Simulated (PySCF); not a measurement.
# Identify the compound

The spectra below were simulated for a compound C7H9OPSi.

1H NMR (500 MHz, computed): δ 7.47 (m, 1H), 7.05 (m, 1H), 6.69 (m, 1H), 4.91 (m, 1H), 1.37 (m, 2H), 0.47 (m, 3H).

13C{1H} NMR (computed): δ 149.0 (CH), 142.3 (C), 127.1 (CH), 118.1 (CH), 106.7 (C), 106.3 (C), -1.7 (CH3).

- shieldings: GIAO PBE0/pcSseg-1
- structure optimised with GFN2-xTB
- code: PySCF 2.14
- relativity neglected, gas phase, averaged over atoms made equivalent by symmetry, fast rotation or ring inversion, single conformer

Referencing at the same level of theory: 1H, 13C against TMS.

Q: What is the structure?

A: 
1. 7 carbon signals for 7 carbons: no two carbons are equivalent.
2. Carbon types of the structure: 3 × C, 3 × CH, 1 × CH3, leaving 3 H on heteroatoms.
3. δC 149.0: aromatic CH next to the ring oxygen.
4. δC 142.3: substituted aromatic carbon next to the ring oxygen.
5. δC 127.1, 118.1: aromatic CH.
6. δC 106.7, 106.3: alkyne carbon.
7. δH 7.47: hydrogen on an aromatic CH next to the ring oxygen; the ring current deshields protons in the ring plane.
8. δH 7.05, 6.69: hydrogen on an aromatic CH; aromatic region.
9. δH 0.47: hydrogen on a methyl carbon bonded to Si; an electropositive neighbour shields it, as in TMS itself.

Structure: `C[Si@@H](P)C#Cc1ccco1`.

This is the structure that produced the data.

Splittings by 31P in the carbon and heteronuclear signals aren't shown, as no couplings were computed. Shifts are as computed. Against solution values, carbons near 30 ppm lie about +3 ppm off and those near 130 ppm about +5 ppm. Of 1211 compounds with measured shifts, 218 miss one by over three times the rms of a fit or turn the order of signals round; such compounds aren't used in these exercises. No couplings were computed; multiplicities are counted from neighbouring protons, with m where these are inequivalent, close in shift, in a saturated or five-membered ring or joined by F or P, and br s for small geminal =CH2 splittings.
